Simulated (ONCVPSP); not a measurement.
# An all-electron radial function and its pseudo partner (Ni (Z = 28))

Columns: radius, all-electron u(r) and pseudo u(r) of the 3s shell (level -111.06 eV) of nickel in the configuration [Ne] 3s2 3p6 3d8 4s2; PBE, scalar-relativistic, ONCV scheme, ONCVPSP 4.0.1.

```json
{"r (bohr)": "0.057", "all-electron": "0.1644", "pseudo": "0.1458"}
{"r (bohr)": "0.115", "all-electron": "-0.4874", "pseudo": "0.2934"}
{"r (bohr)": "0.172", "all-electron": "-0.6906", "pseudo": "0.4367"}
{"r (bohr)": "0.230", "all-electron": "-0.4883", "pseudo": "0.5789"}
{"r (bohr)": "0.288", "all-electron": "-0.0902", "pseudo": "0.7151"}
{"r (bohr)": "0.345", "all-electron": "0.3309", "pseudo": "0.8396"}
{"r (bohr)": "0.402", "all-electron": "0.6970", "pseudo": "0.9510"}
{"r (bohr)": "0.460", "all-electron": "0.9795", "pseudo": "1.0465"}
{"r (bohr)": "0.518", "all-electron": "1.1655", "pseudo": "1.1198"}
{"r (bohr)": "0.575", "all-electron": "1.2652", "pseudo": "1.1673"}
{"r (bohr)": "0.632", "all-electron": "1.2991", "pseudo": "1.1892"}
{"r (bohr)": "0.690", "all-electron": "1.2825", "pseudo": "1.1851"}
{"r (bohr)": "0.747", "all-electron": "1.2314", "pseudo": "1.1572"}
{"r (bohr)": "0.805", "all-electron": "1.1566", "pseudo": "1.1076"}
{"r (bohr)": "0.862", "all-electron": "1.0702", "pseudo": "1.0421"}
{"r (bohr)": "0.920", "all-electron": "0.9763", "pseudo": "0.9630"}
{"r (bohr)": "0.977", "all-electron": "0.8831", "pseudo": "0.8781"}
{"r (bohr)": "1.035", "all-electron": "0.7907", "pseudo": "0.7895"}
{"r (bohr)": "1.092", "all-electron": "0.7047", "pseudo": "0.7045"}
{"r (bohr)": "1.150", "all-electron": "0.6232", "pseudo": "0.6230"}
{"r (bohr)": "1.208", "all-electron": "0.5485", "pseudo": "0.5484"}
{"r (bohr)": "1.265", "all-electron": "0.4819", "pseudo": "0.4818"}
{"r (bohr)": "1.322", "all-electron": "0.4221", "pseudo": "0.4220"}
{"r (bohr)": "1.380", "all-electron": "0.3677", "pseudo": "0.3676"}
{"r (bohr)": "1.438", "all-electron": "0.3195", "pseudo": "0.3194"}
{"r (bohr)": "1.495", "all-electron": "0.2777", "pseudo": "0.2776"}
```

**Question.** How many radial nodes do the two functions have?

**Answer.** The all-electron 3s function has n − l − 1 = 2; the pseudo-wave has 0, since the states of the same l below it are removed with the core.

**Question.** At about which radius was the pseudo-wave matched?

**Answer.** 1.15 bohr, where the columns begin to agree (steps of 0.06 bohr).

**Question.** Is the pseudo-wave norm-conserving?

**Answer.** Yes: the ONCV scheme keeps the norm inside the radius equal to the all-electron one, which fixes the energy derivative of the logarithmic derivative at the level.
